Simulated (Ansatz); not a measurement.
Cost and result for the atomization energy of `CN([SiH2])[SiH3]` radical (12 atoms, 11 bonds).

```xyz
12

C     0.216    0.155   -1.438
N    -0.182   -0.028   -0.045
Si   -1.865   -0.171    0.323
Si    1.096   -0.324    1.088
H     0.545   -0.782   -1.901
H    -0.616    0.548   -2.028
H     1.038    0.875   -1.513
H    -2.601    0.838   -0.502
H    -2.043    0.101    1.778
H     1.877   -1.537    0.718
H     2.038    0.829    1.088
H     0.496   -0.504    2.432
```

Charge 0, multiplicity 2. All single points use the PBE0-D4/def2-TZVP geometry. Program: Ansatz. All runs use 4 threads of a server CPU on a shared host. Times are those of one run each, without the atoms' runs, and a repeat can differ threefold. Electronic energies, without spin–orbit coupling; frozen cores. CCSD(T)/CBS adds CCSD(T) − MP2 in def2-TZVPP to the MP2 limit, and its time is that of the two runs behind it. T1 = 0.015; ⟨S²⟩ of the reference is 0.76. B3LYP takes the VWN-RPA correlation (the form of Gaussian; ORCA's B3LYP/G).

CCSD(T)/CBS is a level of theory with its own doubt, some kJ/mol a heavy atom from the limit and from the frozen cores, so smaller differences don't rank the functionals.

| level | functions | wall time | atomization (kcal/mol) | difference from CCSD(T)/CBS | per bond |
| --- | --- | --- | --- | --- | --- |
| LDA (SPW92)/def2-TZVPP | 258 | 1.4 s | 1044.5 | 112.9 | 10.3 |
| BLYP-D4/def2-TZVPP | 258 | 1.9 s | 930.1 | -1.5 | -0.1 |
| PBE-D4/def2-TZVPP (with forces) | 258 | 2.4 s | 935.3 | 3.7 | 0.3 |
| BHLYP-D4/def2-TZVPP | 258 | 4 s | 919.1 | -12.5 | -1.1 |
| B3LYP-D4/def2-TZVPP (with forces) | 258 | 4 s | 936.2 | 4.6 | 0.4 |
| r2SCAN-D4/def2-TZVPP (with forces) | 258 | 4.3 s | 931.3 | -0.3 | 0.0 |
| r2SCANh-D4/def2-TZVPP | 258 | 5.5 s | 927.7 | -3.9 | -0.3 |
| CCSD(T)/def2-SVP | 104 | 6 s | 871.2 | -60.4 | -5.5 |
| ωB97X-V/def2-TZVPP | 258 | 7 s | 938.1 | 6.5 | 0.6 |
| ωB97M-V/def2-TZVPP (with forces) | 258 | 10 s | 933.4 | 1.8 | 0.2 |
| MP2/def2-QZVPP | 494 | 20 s | 922.5 | -9.1 | -0.8 |
| CCSD(T)/def2-TZVPP | 258 | 5 min | 906.7 | -24.9 | -2.3 |
| CCSD(T)/CBS(def2) | – | 5.4 min | 931.6 | 0.0 | 0.0 |

From BLYP to BHLYP (50 % exact exchange), in def2-TZVPP and without D4, the atomization energy moves by −4.7 kcal/mol: exact exchange takes away binding that semilocal exchange gives to molecules. In def2-TZVPP, CCSD(T) changes the Hartree–Fock value by +218.1 kcal/mol (the triples alone add +10.2 kcal/mol) and MP2 by +218.9 kcal/mol; breaking electron pairs costs correlation energy, which Hartree–Fock lacks. Leaving LDA and LC-ωPBE aside and taking each functional with its dispersion term where it has one, the values, not all of them listed here, spread over 20.2 kcal/mol, from BHLYP-D4 to CAM-B3LYP-D4. LDA lies +115.9 kcal/mol from PBE without D4, its usual overbinding.
